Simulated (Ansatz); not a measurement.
Harmonic frequencies (cm⁻¹) at PBE0-D4/def2-TZVP from Ansatz: 113, 186, 316, 439, 446, 478, 520, 580, 607, 615, 666, 707, 850, 916, 924, 943, 986, 1079, 1143, 1272, 2246, 2252, 2266, 2274, 2546, 2628, 3146.

Q: Which molecule is it?
A. `BC1[SiH2][SiH2]1`
B. `[SiH3][SiH]1BC1`
C. `B1[SiH2]C[SiH2]1`
D. `C[SiH]1B[SiH2]1`

A: A.
